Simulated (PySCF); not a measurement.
A calculated (r2SCANh, PySCF 2.14, x2c-TZVPPall with one added diffuse shell each of s, p, d, f type, the spin-free X2C one-electron Hamiltonian (Gaussian nucleus)) atom or ion has these occupied shells.

```csv
shell,electrons,orbital energy (eV),"rms radius, mean of both spins (bohr)"
1s β,1,-80661.5,0.0190
1s α,1,-80661.5,0.0190
2s α,1,-14301.2,0.0769
2s β,1,-14300.9,0.0769
2p α,3,-12421.2,0.0705
2p β,3,-12421.0,0.0705
3s α,1,-3421.8,0.196
3s β,1,-3421.7,0.196
3p α,3,-2870.6,0.199
3p β,3,-2870.5,0.199
3d α,5,-2255.1,0.181
3d β,5,-2255.0,0.181
4s α,1,-781.18,0.432
4s β,1,-780.96,0.432
4p α,3,-598.30,0.461
4p β,3,-598.10,0.461
4d α,5,-370.75,0.493
4d β,5,-370.49,0.493
5s α,1,-149.02,0.984
5s β,1,-147.28,0.984
4f α,7,-121.37,0.549
4f β,7,-121.05,0.549
5p α,3,-99.937,1.13
5p β,3,-97.753,1.13
5d α,5,-42.399,1.54
5d β,3,-41.068,1.54
```

Task: Name the element and its charge.

Result: Au³⁺ (gold, charge +3), in [Xe] 4f14 5d8, high-spin 3F determinant.
